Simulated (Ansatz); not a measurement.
Two isomers of CH5FOSi2: A = `O[Si]1(F)C[SiH2]1`, B = `O=C[SiH](F)[SiH3]`.

Calculated with Ansatz (gas phase, PBE0-D4/def2-TZVP geometries, no zero-point term in ΔE). CBS: MP2 limit from def2 TZ/QZ plus the TZ coupled-cluster correction, frozen cores. DFT in def2-TZVPP. B3LYP here is the variant with VWN-RPA as its local correlation; programs differ in this. Each species was taken in one conformer, which may not be the lowest.

A:

```xyz
10

O     1.9772    1.0055    0.2822
Si    0.3569    0.8646    0.2000
F    -0.3191    2.3072    0.1014
C    -0.4072   -0.4132   -0.9024
Si   -0.7476   -0.9178    0.9473
H     2.4368    1.4139   -0.4551
H     0.2450   -1.0866   -1.4578
H    -1.2915   -0.1524   -1.4833
H    -0.0793   -2.1586    1.4087
H    -2.1712   -0.8625    1.3590
```

B:

```xyz
10

O     1.386    1.042   -1.741
C     1.121   -0.115   -1.526
Si   -0.477   -0.540   -0.549
F    -0.564   -2.135   -0.376
Si   -0.421    0.523    1.539
H     1.804   -0.921   -1.887
H    -1.627   -0.102   -1.383
H    -0.378    1.991    1.320
H    -1.635    0.167    2.319
H     0.790    0.090    2.285
```

**Question.** Which is lower in electronic energy at CCSD(T)/CBS, and by how much? (Best estimate.)

**Answer.** Ansatz gave: A, by 144.2 kJ/mol.

**Question.** Give E(B) − E(A) in kJ/mol with r2SCAN-D4, B3LYP, HF/def2-TZVPP, MP2/def2-TZVPP, PBE0-D4, ωB97M-V, B2PLYP. (Estimate.)

**Answer.** The calculation gave: r2SCAN-D4 148.1, B3LYP 121.2, HF/def2-TZVPP 106.4, MP2/def2-TZVPP 154.8, PBE0-D4 146.6, ωB97M-V 144.5, B2PLYP 131.4. None reverses the order clearly.

Largest T1 diagnostic: 0.015.

In def2-TZVPP, CCSD(T) changes the Hartree–Fock value by +29.7 kJ/mol (the triples alone add +0.8 kJ/mol) and MP2 by +48.4 kJ/mol. From PBE to PBE0 (25 % exact exchange), in def2-TZVPP and without D4, E(B) − E(A) moves by +13.3 kJ/mol.
